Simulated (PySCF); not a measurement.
C₃H₅Cl₂F, SMILES [C@@H](C(Cl)Cl)(F)C.

Geometry optimised at PBE-D3(BJ)/def2-SVP. The structure was generated by enumeration; whether it is a known compound was not checked. Other conformers were not sampled.

Level of theory: PBE-D3(BJ)/def2-SVP run with PySCF.

Frequencies are harmonic and unscaled.

```csv
mode,ν (cm⁻¹),IR (km/mol),moving atoms (share of kinetic energy)
1,77,0.6,"F 39 %, Cl 28 %, C 18 %, H 14 %"
2,193,0.3,"F 42 %, Cl 29 %, C 16 %, H 12 %"
3,206,0.2,"Cl 51 %, C 24 %, F 15 %, H 10 %"
4,232,0.0,"H 83 %, Cl 10 %"
5,270,1.5,"Cl 62 %, C 18 %, H 13 %"
6,336,0.4,"Cl 36 %, C 25 %, H 21 %, F 18 %"
7,462,16.5,"C 48 %, H 22 %, F 18 %, Cl 12 %"
8,575,26.1,"C 54 %, Cl 24 %, H 17 %"
9,714,9.9,"C 73 %, F 11 %, H 9 %"
10,741,100.5,"C 73 %, H 15 %, Cl 12 %"
11,844,19.3,"C 50 %, H 34 %, F 13 %"
12,921,10.6,"H 56 %, C 36 %, F 8 %"
13,1020,23.5,"H 58 %, C 34 %"
14,1089,21.1,"C 60 %, H 35 %"
15,1145,43.1,"C 52 %, H 36 %, F 11 %"
16,1172,18.2,"H 88 %, C 10 %"
17,1225,2.2,"H 75 %, C 24 %"
18,1295,5.6,"H 67 %, C 33 %"
19,1327,13.5,"H 79 %, C 21 %"
20,1345,22.1,"H 68 %, C 31 %"
21,1404,6.2,H 96 %
22,1418,2.6,H 94 %
23,2956,19.9,H 92 %
24,2988,5.9,H 97 %
25,3054,4.5,"H 92 %, C 8 %"
26,3085,7.7,"H 91 %, C 9 %"
27,3097,3.4,"H 90 %, C 10 %"
```
